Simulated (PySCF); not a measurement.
Working out the excitation energy of Be

Be [He] 2s2 (1S) → Be [He] 2s1 3s1 (3S). Calculation: PySCF 2.14, in aug-cc-pVTZ-DK (5s4p3d2f, 46 functions); the spin-free X2C one-electron Hamiltonian (Gaussian nucleus). Frozen: 1s2. Energies in hartree (1 hartree = 27.21139 eV):

| part | Be (lower) | Be (upper) |
| --- | --- | --- |
| UHF | -14.575388 | -14.379421 |
| CCSD correlation | -0.045577 | -0.004666 |
| (T) | 0.000000 | 0.000000 |

Question: What does Hartree-Fock give?

Answer: (-14.379421) − (-14.575388) = 0.195967 hartree = 5.333 eV.

Question: What do CCSD and CCSD(T) give?

Answer: The CCSD correlation energies differ by 0.040911 hartree = 1.113 eV and the triples by 0.000000 hartree = 0.000 eV, so CCSD gives 6.446 eV and CCSD(T) 6.446 eV.

Measured between the centres of the two terms (NIST): 6.457 eV, so CCSD(T) (valence) is off by -0.011 eV.

What remains against the reference includes basis incompleteness, the frozen core and higher excitations.
